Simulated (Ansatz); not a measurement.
`C=[C](O)[GeH3]` at its PBE0-D4/def2-TZVP geometry, where that method's forces vanish. Total charge 0; spin multiplicity 1.

| atom | x (Å) | y (Å) | z (Å) |
| --- | --- | --- | --- |
| C1 | 1.086 | -1.186 | -0.334 |
| C2 | 0.461 | -0.014 | -0.399 |
| O3 | 0.898 | 0.932 | -1.281 |
| Ge4 | -1.072 | 0.383 | 0.745 |
| H5 | 1.938 | -1.404 | -0.971 |
| H6 | 0.754 | -1.947 | 0.358 |
| H7 | 0.359 | 1.724 | -1.226 |
| H8 | -0.763 | 1.621 | 1.607 |
| H9 | -1.367 | -0.829 | 1.633 |
| H10 | -2.293 | 0.719 | -0.132 |

(1) For each bond, give half the difference of the two atoms' forces along it (eV/Å; positive pushes the atoms apart) under PBE-D4, r2SCAN-D4, B3LYP-D4, ωB97M-V in def2-TZVPP. (Best estimate.)

## Answers

(1) Computed: 
```
   bond  length (Å)  PBE-D4  r2SCAN-D4  B3LYP-D4  ωB97M-V
  C1–C2       1.330    0.36       0.17     -0.03    -0.13
  C1–H5       1.085    0.01      -0.07     -0.08    -0.05
  C1–H6       1.081   -0.02      -0.09     -0.08    -0.03
  C2–O3       1.365    0.24       0.25      0.30     0.35
 C2–Ge4       1.954   -0.14      -0.10      0.07     0.00
  O3–H7       0.959    0.37       0.00     -0.07    -0.12
 Ge4–H8       1.540    0.07      -0.05     -0.03    -0.09
 Ge4–H9       1.531    0.07      -0.05     -0.03    -0.07
Ge4–H10       1.540    0.06      -0.05     -0.03    -0.09
```

B3LYP here is the variant with VWN-RPA as its local correlation; programs differ in this.
